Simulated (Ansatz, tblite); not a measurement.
(BN)n: gap (eV) at several levels, gas phase, relaxed structures; Ansatz, xTB through tblite. Clusters are the lowest isomers that short searches found in that spin, judged at the geometry's level. The structures are stationary points that may keep the symmetry of their start.

```json
{"species": "B3N3", "state": "singlet", "geometry": "PBE0-D4/def2-SVP", "GFN1-xTB": "2.88", "PBE-D4/def2-SVP": "3.80", "PBE-D4/def2-TZVP": "3.70", "PBE0-D4/def2-SVP": "5.99", "PBE0-D4/def2-TZVP": "5.86"}
{"species": "B7N7", "state": "singlet", "geometry": "PBE-D4/def2-SVP", "GFN1-xTB": "4.41", "PBE-D4/def2-SVP": "4.97", "PBE-D4/def2-TZVP": "5.00", "PBE0-D4/def2-SVP": "7.08", "PBE0-D4/def2-TZVP": "7.11"}
{"species": "B9N9", "state": "singlet", "geometry": "r2SCAN-D4/def2-SVP", "GFN1-xTB": "4.12", "PBE-D4/def2-SVP": "4.59", "PBE-D4/def2-TZVP": "4.64", "PBE0-D4/def2-SVP": "6.67", "PBE0-D4/def2-TZVP": "6.73"}
```

(1) Estimate the column for r2SCAN-D4/def2-TZVP.

(1) B3N3 4.21; B7N7 5.59; B9N9 5.23.

Over the 3 species that have every level, the mean is 3.80 at GFN1-xTB, 4.45 at PBE-D4/def2-SVP, 4.45 at PBE-D4/def2-TZVP, 5.01 at r2SCAN-D4/def2-TZVP, 6.58 at PBE0-D4/def2-SVP, 6.57 at PBE0-D4/def2-TZVP. Orbital gaps grow with the share of exact exchange and aren't one observable across functionals.
